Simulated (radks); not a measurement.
Rb XIX, 19 electrons, occupied as [Ar] 3d1.

Calculated with a radial shooting solver on a logarithmic mesh with Libxc functionals: scalar-relativistic Kohn-Sham, r2SCAN, spin-polarised, spherical densities, finite nucleus; open shells are filled with parallel spins first (spin-orbit coupling, left out, can overturn this in heavy ions); meta-GGA in the generalised Kohn-Sham scheme; Fermi nuclear charge, rms radius 4.2036 fm.

Energy parts (eV):
| part | energy |
|---|---|
| total | -76365.666 |
| kinetic | 78354.031 |
| electron-nucleus | -170989.830 |
| Hartree | 18427.478 |
| exchange-correlation | -2157.345 |

Orbitals (lengths in bohr, moments of r in powers of bohr; r(max) is where P^2 peaks):
orbital  occ.  eigenvalue (eV)   r(max)  <1/r>     <r^2>       <r^4>
1s down     1        -15739.18  0.02629  37.86  0.002190  0.00001239
1s up       1        -15739.18  0.02629  37.86  0.002190  0.00001239
2s up       1        -2690.181   0.1492  8.498   0.03671    0.002311
2s down     1        -2687.238   0.1491  8.506   0.03665    0.002304
2p up       3        -2461.232   0.1195  8.276   0.02897    0.001662
2p down     3        -2459.054   0.1194  8.282   0.02891    0.001655
3s up       1        -866.3535   0.4251  3.160    0.2408     0.08598
3s down     1        -862.7863   0.4255  3.150    0.2417     0.08663
3p up       3        -790.9303   0.4143  3.044    0.2371     0.08658
3p down     3        -787.1736   0.4149  3.035    0.2382     0.08734
3d up       1        -678.7374   0.3449  2.879    0.2011     0.06949
3d down     0        -674.1360   0.3458  2.873    0.2023     0.07037

The highest occupied level is 3d up at -678.74 eV. The electron density at the nucleus is 5.592e+04 e/bohr^3 (large components only). The density falls to 0.001 e/bohr^3 at r = 1.27 bohr. For comparison, the ionisation energy in NIST's Atomic Spectra Database is 706 eV (theoretical). In exact Kohn-Sham theory the highest level is minus the ionisation energy, but local and semilocal functionals leave it too shallow, through self-interaction and a potential that decays too fast; potentials with the right tail come closer.
